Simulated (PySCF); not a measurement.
**Ionisation energy of Ga²⁺ by level of theory**

Ga²⁺ [Ar] 3d10 4s1 (2S) → Ga³⁺ [Ar] 3d10 (1S), as a difference of total energies. All numbers are calculated (PySCF 2.14, scalar relativity by spin-free X2C-1e, in x2c-TZVPall (6s5p4d1f, 48 functions)). The calculations carry no spin-orbit coupling.

| method | ionisation energy (eV) |
| --- | --- |
| UHF | 29.626 |
| r2SCAN | 31.287 |
| LDA | 31.869 |

For comparison: 30.726 eV (measured; NIST Atomic Spectra Database, ionization energies).
